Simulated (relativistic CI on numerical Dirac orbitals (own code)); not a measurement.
# Ir5+: 5p photoemission

Computed with this model: Dirac-Coulomb-Breit CI, orbitals from a KLI potential per configuration, a model potential for QED, valence Slater integrals scaled by 0.8, multiplet model of photoemission in the sudden approximation; configurations [Xe] 4f14 5d4 → [Kr] 4d10 4f14 5s2 5p5 5d4; 80 K; Lorentzian 1.5 eV and Gaussian 0.6 eV FWHM. Energies are those of the free ion, without screening or charge transfer. The energies are binding energies and can lie tens of eV above those of solids. S is read from ⟨S²⟩ = S(S + 1).

Field parameters in Wybourne normalisation: D3d B²₀ = −7Dσ, B⁴₀ = −14Dq − 21Dτ, B⁴₃ = −14√(10/7) Dq; D4h B²₀ = −7Ds, B⁴₀ = 21(Dq − Dt), B⁴₄ = 21√(5/14) Dq; Oh B⁴₀ = 21Dq, B⁴₄ = √(5/14) B⁴₀. The field is a parameter set, without covalency.

Computed curve for Oh, 10Dq = 34500 cm⁻¹, scaled to 100 at the maximum (points under 2 are left out and the grid is thinned):

```json
{"Energy (eV)": "114.0", "Intensity": "2.1"}
{"Energy (eV)": "114.8", "Intensity": "2.7"}
{"Energy (eV)": "115.8", "Intensity": "4.1"}
{"Energy (eV)": "116.6", "Intensity": "6.2"}
{"Energy (eV)": "117.6", "Intensity": "12.0"}
{"Energy (eV)": "118.4", "Intensity": "25.1"}
{"Energy (eV)": "119.2", "Intensity": "64.9"}
{"Energy (eV)": "120.2", "Intensity": "90.8"}
{"Energy (eV)": "121.0", "Intensity": "48.1"}
{"Energy (eV)": "121.8", "Intensity": "26.8"}
{"Energy (eV)": "122.8", "Intensity": "19.1"}
{"Energy (eV)": "123.6", "Intensity": "16.3"}
{"Energy (eV)": "124.6", "Intensity": "11.9"}
{"Energy (eV)": "125.4", "Intensity": "9.9"}
{"Energy (eV)": "126.2", "Intensity": "9.0"}
{"Energy (eV)": "127.2", "Intensity": "9.2"}
{"Energy (eV)": "128.0", "Intensity": "9.8"}
{"Energy (eV)": "129.0", "Intensity": "8.6"}
{"Energy (eV)": "129.8", "Intensity": "8.1"}
{"Energy (eV)": "130.6", "Intensity": "7.3"}
{"Energy (eV)": "131.6", "Intensity": "6.5"}
{"Energy (eV)": "132.4", "Intensity": "5.9"}
{"Energy (eV)": "133.2", "Intensity": "5.4"}
{"Energy (eV)": "134.2", "Intensity": "4.5"}
{"Energy (eV)": "135.0", "Intensity": "4.1"}
{"Energy (eV)": "136.0", "Intensity": "4.5"}
{"Energy (eV)": "136.8", "Intensity": "5.8"}
{"Energy (eV)": "137.6", "Intensity": "10.3"}
{"Energy (eV)": "138.6", "Intensity": "28.2"}
{"Energy (eV)": "139.4", "Intensity": "32.6"}
{"Energy (eV)": "140.4", "Intensity": "14.3"}
{"Energy (eV)": "141.2", "Intensity": "11.3"}
{"Energy (eV)": "142.0", "Intensity": "11.1"}
{"Energy (eV)": "143.0", "Intensity": "10.6"}
{"Energy (eV)": "143.8", "Intensity": "10.6"}
{"Energy (eV)": "144.6", "Intensity": "6.9"}
{"Energy (eV)": "145.6", "Intensity": "6.0"}
{"Energy (eV)": "146.4", "Intensity": "4.5"}
{"Energy (eV)": "147.4", "Intensity": "3.2"}
{"Energy (eV)": "148.2", "Intensity": "2.1"}
```

The ground state has S = 1.06, and the centroid lies at 127.26 eV.
